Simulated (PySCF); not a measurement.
PySCF 2.14 output of an unrestricted r2SCAN calculation on a single atom or ion in x2c-TZVPPall, with scalar relativity by spin-free X2C-1e:

```
SCF conv_tol = 1e-09
number electrons alpha = 11  beta = 9
    J. W. Furness, A. D. Kaplan, J. Ning, J. P. Perdew, and J. Sun.,  J. Phys. Chem. Lett. 11, 8208-8215 (2020)
    J. W. Furness, A. D. Kaplan, J. Ning, J. P. Perdew, and J. Sun.,  J. Phys. Chem. Lett. 11, 9248-9248 (2020)
    J. W. Furness, A. D. Kaplan, J. Ning, J. P. Perdew, and J. Sun.,  J. Phys. Chem. Lett. 11, 8208-8215 (2020)
    J. W. Furness, A. D. Kaplan, J. Ning, J. P. Perdew, and J. Sun.,  J. Phys. Chem. Lett. 11, 9248-9248 (2020)
cycle= 1 E= -763.897338782253  delta_E= -0.00491  |g|= 0.107  |ddm|= 0.785
cycle= 2 E= -763.89374657652  delta_E= 0.00359  |g|= 0.131  |ddm|= 0.357
cycle= 3 E= -763.901422038572  delta_E= -0.00768  |g|= 0.0457  |ddm|= 0.444
cycle= 4 E= -763.902286835258  delta_E= -0.000865  |g|= 0.00105  |ddm|= 0.0547
cycle= 5 E= -763.902289607964  delta_E= -2.77e-06  |g|= 0.00159  |ddm|= 0.0171
cycle= 6 E= -763.90229067857  delta_E= -1.07e-06  |g|= 0.000303  |ddm|= 0.0018
cycle= 7 E= -763.902290717506  delta_E= -3.89e-08  |g|= 5.83e-05  |ddm|= 0.000468
cycle= 8 E= -763.902290718971  delta_E= -1.46e-09  |g|= 3.56e-07  |ddm|= 7.43e-05
cycle= 9 E= -763.902290718971  delta_E= -2.27e-13  |g|= 2.3e-07  |ddm|= 7.52e-07
converged SCF energy = -763.902290718971  <S^2> = 2.0009313  2S+1 = 3.0006208
```

The run itself started from symmetry-adapted Hartree-Fock orbitals and held the occupation by maximum overlap, on a logarithmic radial grid, so the iterations belong to that start.

**Question.** Which element, charge and spin multiplicity is this?

**Answer.** Sc⁺ (scandium, charge +1), multiplicity 3; the state was [Ar] 3d1 4s1, high-spin 3D determinant.

⟨L²⟩ = 8.67 against 6 for a pure D term, so this real determinant mixes terms. The s, p, d and f populations moved away from the nominal configuration during the SCF.
